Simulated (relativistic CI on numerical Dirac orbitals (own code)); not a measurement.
**Mn3+: resonant inelastic scattering at the M2,3 edge**

Computed with this model: Dirac-Coulomb-Breit CI, KLI orbitals optimised for each configuration, model QED (radiative potential, 1s self-energy scaled to tabulated hydrogen-like ionisation energies), valence Slater integrals scaled by 0.8, Kramers-Heisenberg scattering through one core-hole configuration in a parametric crystal field; configurations [Ar] 3d4 → [Ne] 3s2 3p5 3d5; 300 K; core-hole width 0.8 eV; summed over polarisations. Incident energies are the highest absorption maxima for each field (at most a few, so the weaker spin-orbit partner edge can be absent), on the computed scale of the free ion. Intensities are in per cent of the strongest line above 0.02 eV; levels within 1 cm⁻¹ are merged; final levels count from the ground level, the first row holds all elastic scattering, lines under 0.4 are left out and each table stops after 24 rows. The scale of the Slater integrals is a model choice and moves the terms in proportion.

Field parameters in Wybourne normalisation: D3d B²₀ = −7Dσ, B⁴₀ = −14Dq − 21Dτ, B⁴₃ = −14√(10/7) Dq; D4h B²₀ = −7Ds, B⁴₀ = 21(Dq − Dt), B⁴₄ = 21√(5/14) Dq; Oh B⁴₀ = 21Dq, B⁴₄ = √(5/14) B⁴₀. The field is a parameter set, without covalency.

S is read from ⟨S²⟩ = S(S + 1).

D4h, 10Dq = 29150, Ds = 1660, Dt = 0 cm⁻¹:

| Final level (eV) | Degeneracy | Irrep | S | 59.3 eV | 61.9 eV | 63.8 eV |
| --- | --- | --- | --- | --- | --- | --- |
| 0.000 | 1 | A1 | 1.01 | 208.6 | 341.3 | 377.4 |
| 0.004 | 1 | A2 | 1.01 | 12.9 | 28.6 | 18.8 |
| 0.026 | 2 | E | 1.01 | 1.3 | 2.5 | 0.7 |
| 0.048 | 1 | B1 | 1.00 | 16.9 | 19.2 | 48.0 |
| 0.050 | 1 | B2 | 1.00 | 15.4 | 19.5 | 45.8 |
| 0.617 | 1 | A1 | 1.07 | 6.9 | 12.6 | 13.3 |
| 0.618 | 2 | E | 1.04 | 23.5 | 30.2 | 36.4 |
| 0.624 | 2 | E | 1.98 | 1.4 | 1.7 | 1.4 |
| 0.625 | 1 | A2 | 1.99 | 1.3 | 2.1 | 1.0 |
| 0.626 | 1 | A1 | 1.95 | 1.6 | 2.4 | 1.6 |
| 1.226 | 1 | A1 | 0.00 | 0.9 | 1.7 | 2.6 |
| 1.372 | 2 | E | 0.01 | 1.8 | 3.4 | 1.3 |
| 1.445 | 2 | B1+B2 | 2.00 | 0.4 | 0.4 | 0.2 |
| 1.446 | 2 | E | 2.00 | 1.0 | 0.6 | 0.2 |
| 1.447 | 1 | A1 | 2.00 | 0.5 | 0.5 | 0.1 |
| 1.925 | 1 | B2 | 0.00 | 0.8 | 1.8 | 0.3 |
| 2.119 | 1 | B1 | 0.00 | 1.6 | 1.5 | 4.4 |
| 3.105 | 2 | E | 1.00 | 33.1 | 32.5 | 11.4 |
| 3.107 | 1 | B2 | 1.00 | 10.9 | 11.7 | 3.8 |
| 3.111 | 1 | A1 | 0.04 | 0.4 | 2.5 | 1.1 |
| 3.263 | 2 | E | 1.00 | 9.0 | 65.5 | 46.2 |
| 3.264 | 1 | A1 | 0.99 | 3.9 | 18.5 | 18.6 |
| 3.404 | 1 | A2 | 1.01 | 19.0 | 30.1 | 28.7 |
| 3.406 | 1 | A1 | 1.01 | 14.9 | 33.2 | 27.8 |

D3d, 10Dq = 12600, Dσ = -790, Dτ = -50 cm⁻¹:

```
Final level (eV)  Degeneracy  Irrep     S  55.5 eV  64.3 eV
           0.000           3   A1+E  2.00    544.0    262.1
           0.003           1     A2  2.00     20.1     22.1
           0.004           2      E  2.00     22.9     25.9
           0.007           2      E  2.00     40.3     47.6
           0.009           1     A1  2.00     20.8     24.8
           0.009           1     A2  2.00     21.0     25.5
           1.327           1     A1  2.00     12.5     44.3
           1.328           2      E  2.00     25.3     91.5
           1.329           2      E  2.00     26.0    100.0
           1.648           2  A1+A2  2.00     18.2     89.4
           1.661           2      E  2.00     18.4     94.5
           1.674           2      E  2.00     18.1     95.7
           1.685           1     A2  2.00      8.9     48.0
           1.686           1     A1  2.00      8.4     45.8
           1.697           2      E  2.00     16.1     87.4
           5.107           2         0.94      0.1      0.4
```

Oh, 10Dq = 22900 cm⁻¹:

| Final level (eV) | Degeneracy | Irrep | S | 55.6 eV | 61 eV | 62.7 eV |
| --- | --- | --- | --- | --- | --- | --- |
| 0.000 | 1 | A1 | 1.23 | 339.1 | 197.1 | 268.1 |
| 0.026 | 3 | T1 | 1.26 | 10.7 | 28.7 | 38.7 |
| 0.065 | 2 | E | 1.36 | 49.4 | 17.0 | 50.1 |
| 0.076 | 3 | T2 | 1.29 | 27.0 | 24.1 | 55.1 |
| 0.130 | 1 | A2 | 2.00 | 8.9 | 0.2 | 0.3 |
| 0.146 | 3 | T2 | 1.80 | 37.3 | 11.8 | 22.9 |
| 0.156 | 3 | T1 | 1.83 | 80.6 | 38.1 | 44.0 |
| 0.157 | 2 | E | 1.74 | 36.9 | 11.0 | 25.2 |
| 0.158 | 1 | A1 | 1.84 | 45.0 | 25.3 | 24.3 |
| 1.374 | 3 | T2 | 0.01 | 1.0 | 8.0 | 1.7 |
| 1.556 | 2 | E | 0.01 | 0.4 | 4.1 | 2.2 |
| 2.530 | 3 | T1 | 1.00 | 20.6 | 58.0 | 5.9 |
| 2.532 | 3 | T2 | 1.00 | 10.3 | 54.9 | 10.8 |
| 2.584 | 1 | A1 | 0.91 | 7.2 | 23.0 | 31.9 |
| 2.621 | 3 | T1 | 1.02 | 21.0 | 52.6 | 96.7 |
| 2.665 | 3 | T2 | 1.02 | 7.8 | 20.0 | 54.6 |
| 2.666 | 2 | E | 1.01 | 4.1 | 10.3 | 38.5 |
| 2.677 | 1 | A1 | 0.28 | 1.9 | 1.6 | 9.2 |
| 2.748 | 3 | T1 | 1.06 | 6.0 | 31.4 | 48.5 |
| 2.749 | 2 | E | 1.05 | 3.4 | 26.1 | 40.2 |
| 2.779 | 3 | T2 | 1.03 | 6.4 | 26.1 | 21.8 |
| 2.797 | 1 | A2 | 1.00 | 0.7 | 6.9 | 3.3 |
| 2.950 | 3 | T2 | 1.99 | 14.6 | 3.4 | 6.8 |
| 2.953 | 3 | T1 | 1.99 | 12.9 | 3.5 | 6.4 |

For the first field the strongest loss at the lowest incident energy is the level at 3.11 eV (S = 1.00, against 1.01 in the thermal ground state).
